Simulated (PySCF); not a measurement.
# One molecule, many inputs

Molecule: SMILES CC#C[SiH]1OCCO1, C$_{5}$H$_{8}$O$_{2}$Si; geometry GFN2-xTB.

Molfile (atoms numbered from 1):
```
C5H8O2Si
     RDKit          3D

 16 16  0  0  0  0  0  0  0  0999 V2000
    3.7455   -0.5517    0.3559 C   0  0  0  0  0  0  0  0  0  0  0  0
    2.4043   -0.0880    0.0859 C   0  0  0  0  0  0  0  0  0  0  0  0
    1.2832    0.2949   -0.1331 C   0  0  0  0  0  0  0  0  0  0  0  0
   -0.4108    0.9105   -0.5114 Si  0  0  0  0  0  4  0  0  0  0  0  0
   -1.3992   -0.2347   -1.1588 O   0  0  0  0  0  0  0  0  0  0  0  0
   -2.3867   -0.6388   -0.2589 C   0  0  0  0  0  0  0  0  0  0  0  0
   -2.4599    0.4107    0.8712 C   0  0  0  0  0  0  0  0  0  0  0  0
   -1.2558    1.1152    0.8852 O   0  0  0  0  0  0  0  0  0  0  0  0
    4.0766   -0.1856    1.3274 H   0  0  0  0  0  0  0  0  0  0  0  0
    3.7695   -1.6411    0.3583 H   0  0  0  0  0  0  0  0  0  0  0  0
    4.4250   -0.1849   -0.4129 H   0  0  0  0  0  0  0  0  0  0  0  0
   -0.4571    2.0899   -1.3599 H   0  0  0  0  0  0  0  0  0  0  0  0
   -2.1169   -1.6205    0.1463 H   0  0  0  0  0  0  0  0  0  0  0  0
   -3.3387   -0.7219   -0.7898 H   0  0  0  0  0  0  0  0  0  0  0  0
   -2.6072   -0.0596    1.8466 H   0  0  0  0  0  0  0  0  0  0  0  0
   -3.2795    1.1145    0.6884 H   0  0  0  0  0  0  0  0  0  0  0  0
  1  2  1  0
  2  3  3  0
  3  4  1  0
  4  5  1  0
  5  6  1  0
  6  7  1  0
  7  8  1  0
  8  4  1  0
  1  9  1  0
  1 10  1  0
  1 11  1  0
  4 12  1  0
  6 13  1  0
  6 14  1  0
  7 15  1  0
  7 16  1  0
M  END
```

All runs: PySCF 2.14.0 with density-fitted response routines, non-relativistic, gas phase unless a solvent (IEF-PCM) is named; grid level 2, GIAOs and SCF threshold 1e-9 unless changed. The yardstick, PBE0/pcSseg-1, gives these isotropic shieldings σ (ppm, equivalent atoms averaged): C2 77.6, C3 101.7, Si4 375.1, O5/O8 297.5, H12 26.92, H14/H16 27.54, H9/H10/H11 29.67.

Q: What do these inputs give? (1) PBE0/pcSseg-1; conv 1e-07; (2) X3LYP/def2-SVPD; conv 1e-07

A: 
```
run    outcome  functions  wall time    C2     C3    Si4  O5/O8    H12  H14/H16  H9/H10/H11
  1  converged        183       23 s  77.6  101.7  375.1  297.5  26.92    27.54       29.67
  2  converged        234       32 s  95.1  115.6  441.8  300.4  26.77    27.78       29.86
```

Times are on 1 thread of an Arm Neoverse V2, shared host.
